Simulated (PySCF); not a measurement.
Estimate the missing entries of this data sheet.

Compound: C4H14Si3.
Numbering: `[CH3:1]/[CH:2]=[CH:3]\[SiH2:4][Si@H:5]([CH3:6])[SiH3:7]` (hydrogens: H8, H9, H10 on C1; H11 on C2; H12 on C3; H13, H14 on Si4; H15 on Si5; H16, H17, H18 on C6; H19, H20, H21 on Si7)

Conformer (atom-mapped SMILES and torsion angles): `[CH3:1]/[CH:2]=[CH:3]\[SiH2:4][Si@H:5]([CH3:6])[SiH3:7]`: C2–C3–Si4–Si5 -70°, C3–Si4–Si5–C6 99°.

```csv
property,level,value
point group of the GFN2-xTB geometry,GFN2-xTB,?
"rotational constants A, B, C of the GFN2-xTB geometry",GFN2-xTB,"1.533, 0.897, 0.824 GHz"
dipole moment,PBE0/pcSseg-1,1.24 D
HOMO energy,PBE0/pcSseg-1,?
LUMO energy,PBE0/pcSseg-1,-0.42 eV
13C chemical shifts (computed TMS as zero) by class,GIAO PBE0/pcSseg-1,"155.9 (C2), 125.2 (C3), 24.4 (C1), -5.6 (C6) ppm"
1H chemical shifts (computed TMS as zero) by class,GIAO PBE0/pcSseg-1,?
"isotropic shieldings of nuclei other than C and H, by class",GIAO PBE0/pcSseg-1,"434 (Si4), 437 (Si5), 464 (Si7) ppm"
```

Electronic properties: PySCF, gas phase, density fitting. NMR classes are plain means over equivalent atoms (diastereotopic ones count apart unless rotation or inversion swaps them), as if these changed places fast; in this geometry the members of some classes differ.

Problem. What is the HOMO energy?

Solution. -7.28 eV.

Problem. What is the point group of the GFN2-xTB geometry?

Solution. C1.

Problem. What are the 1H chemical shifts (computed TMS as zero) by class?

Solution. 6.91 (H11), 5.88 (H12), 4.50 (H13), 4.19 (H14), 4.01 (H15), 3.35 (H19/H20/H21), 1.91 (H8/H9/H10), 0.36 (H16/H17/H18) ppm.

The dipole matches unit charges of opposite sign 0.26 Å apart (1 e·Å = 4.8032 D). The rotational constants make it an asymmetric top with κ = (2B − A − C)/(A − C) = -0.79, nearer the prolate limit (−1). With B = h/(8π²I), that is 505.379 GHz u Å² over I, the principal moments of inertia are 329.8, 563.3 and 613.4 u Å² (most abundant isotopes).

For the NMR shielding job (PBE0/pcSseg-1), hardware: an Arm Neoverse N1 with one thread, on a shared host. Cost: 92 s wall (grids of density and orbitals included), 1.0 GiB resident at most.

One conformer stands for the species.
